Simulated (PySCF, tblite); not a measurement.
Scan of H2Te, singlet: symmetric bend, bond length relaxed. Scanned: H-Te-H angle. Other coordinates (Te-H bond length) were minimised at B3LYP/def2-TZVP. Each profile is relative to its own lowest point.

```json
[
 {"a / °": "180", "A": "104.1", "B": "—", "C": "76.3"},
 {"a / °": "172", "A": "82.3", "B": "74.4", "C": "73.6"},
 {"a / °": "164", "A": "64.0", "B": "63.6", "C": "65.2"},
 {"a / °": "156", "A": "51.2", "B": "52.1", "C": "54.0"},
 {"a / °": "148", "A": "40.4", "B": "41.2", "C": "42.8"},
 {"a / °": "140", "A": "30.9", "B": "31.2", "C": "32.4"},
 {"a / °": "132", "A": "22.6", "B": "22.4", "C": "23.2"},
 {"a / °": "124", "A": "15.5", "B": "14.9", "C": "15.4"},
 {"a / °": "116", "A": "9.6", "B": "8.8", "C": "9.1"},
 {"a / °": "108", "A": "5.0", "B": "4.2", "C": "4.4"},
 {"a / °": "100", "A": "1.7", "B": "1.2", "C": "1.3"},
 {"a / °": "92", "A": "0.0", "B": "0.0", "C": "0.0"},
 {"a / °": "84", "A": "0.0", "B": "0.6", "C": "0.5"},
 {"a / °": "76", "A": "2.0", "B": "3.0", "C": "3.0"},
 {"a / °": "68", "A": "6.3", "B": "7.4", "C": "7.3"},
 {"a / °": "60", "A": "13.2", "B": "13.5", "C": "13.1"}
]
```

Energies in kcal/mol.

### Question
Which curve belongs to which method? The methods are PySCF 2.14.0 with CCSD(T) on RHF/def2-TZVP, 4 core orbitals frozen, def2 effective core potentials past Kr; tblite with GFN2-xTB, 300 K electronic temperature; MP2 on RHF/def2-TZVP, 4 core orbitals frozen, def2 effective core potentials past Kr (PySCF 2.14.0).

### Answer
A is GFN2-xTB; B is CCSD(T); C is MP2.

Dashes: no converged value, or the column stops at the first point that the program doubted or that broke a chosen test of continuity, which isn't proof of a fault.
